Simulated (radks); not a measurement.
Results of a calculation; reference values are marked as such.
All-electron atom: As17+ in [Ne] 3s2 3p4 (the NIST ground configuration). Code: a radial shooting solver on a logarithmic mesh with Libxc functionals. Model: scalar-relativistic Kohn-Sham, PBE, spin-unpolarised, spherical densities, point nucleus.

Unscreened Slater integrals over Kohn-Sham orbitals (hartree).

integral     value
F0(3p,3p)   1.7571
F2(3p,3p)  0.89011
F0(3p,3s)   1.7402
G1(3p,3s)   1.1426
F0(3p,2p)   2.3370
F2(3p,2p)  0.55948
G0(3p,2p)  0.22357
G2(3p,2p)  0.24186
F0(3p,2s)   2.2737
G1(3p,2s)  0.17543
F0(3s,3s)   1.7272
F0(3s,2p)   2.2691
G1(3s,2p)  0.22199
F0(3s,2s)   2.2244
G0(3s,2s)  0.17671
F0(2p,2p)   5.1941
F2(2p,2p)   2.4608
F0(2p,2s)   4.7687
G1(2p,2s)   2.7303
F0(2s,2s)   4.4968

Derived for the open shells (J is the average intra-shell exchange parameter used in DFT+U). 3p: J = F2/5 = 0.1780 hartree; in LS coupling 1D lies 6 F2/25 = 0.2136 hartree above 3P.
